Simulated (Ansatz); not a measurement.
`CSC(C)(C)C` and `CCNC(C)(C)C` differ in one atom or group.

Ansatz, PBE0-D4/def2-TZVP geometries, multiplicity 1. Each molecule was computed in one conformer, which needn't be the lowest.

```
                                      property  `CSC(C)(C)C`
             LUMO energy (PBE/def2-TZVPP) / eV          0.13
            HOMO energy (PBE0/def2-TZVPP) / eV         -6.19
size of the dipole moment (PBE/def2-TZVPP) / D          1.49
           LUMO energy (B3LYP/def2-TZVPP) / eV          0.72
             HOMO energy (PBE/def2-TZVPP) / eV         -4.97
         HOMO–LUMO gap (B3LYP/def2-TZVPP) / eV          6.68
```

(1) Give the same properties after the change, and the shifts. (Best estimate.)

## Answers

(1) Ansatz gave: 
| property | `CCNC(C)(C)C` | shift |
| --- | --- | --- |
| LUMO energy (PBE/def2-TZVPP) / eV | 0.25 | 0.12 |
| HOMO energy (PBE0/def2-TZVPP) / eV | -6.12 | 0.07 |
| size of the dipole moment (PBE/def2-TZVPP) / D | 0.78 | -0.71 |
| LUMO energy (B3LYP/def2-TZVPP) / eV | 0.72 | 0.00 |
| HOMO energy (PBE/def2-TZVPP) / eV | -4.72 | 0.25 |
| HOMO–LUMO gap (B3LYP/def2-TZVPP) / eV | 6.62 | -0.06 |

Dipoles are sizes alone; their direction can turn.

B3LYP here is the variant with VWN-RPA as its local correlation; programs differ in this.
